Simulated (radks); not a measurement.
Values are calculated unless marked as measured or tabulated.
Q: Valence configurations of Eu2+ (all share [Xe]). Level of theory: Dirac Kohn-Sham, PBE, spin-unpolarised, spherical densities, point nucleus; open shells fill j = l - 1/2 first (a radial shooting solver on a logarithmic mesh with Libxc functionals). Order these by energy: 4f6 5d0.5 6p0.5; 4f7; 4f5 6s2; 4f4 5d1 6p2; 4f5 6p2; 4f5 6s1 6p1; 4f6.5 6s0.5; 4f6 6s1; 4f6.5 6p0.5; 4f4 5d0.5 6s2 6p0.5.

A: From the lowest, in eV above it: 4f7 0.000; 4f6.5 6s0.5 1.563; 4f6.5 6p0.5 3.460; 4f6 6s1 4.747; 4f6 5d0.5 6p0.5 6.195; 4f5 6s2 17.453; 4f5 6s1 6p1 21.909; 4f5 6p2 26.388; 4f4 5d0.5 6s2 6p0.5 38.873; 4f4 5d1 6p2 43.706. NIST lists [Xe] 4f7 as the ground configuration; this level of theory agrees among the configurations tried. The energies are those of spherical spin-averaged densities, not of single terms.
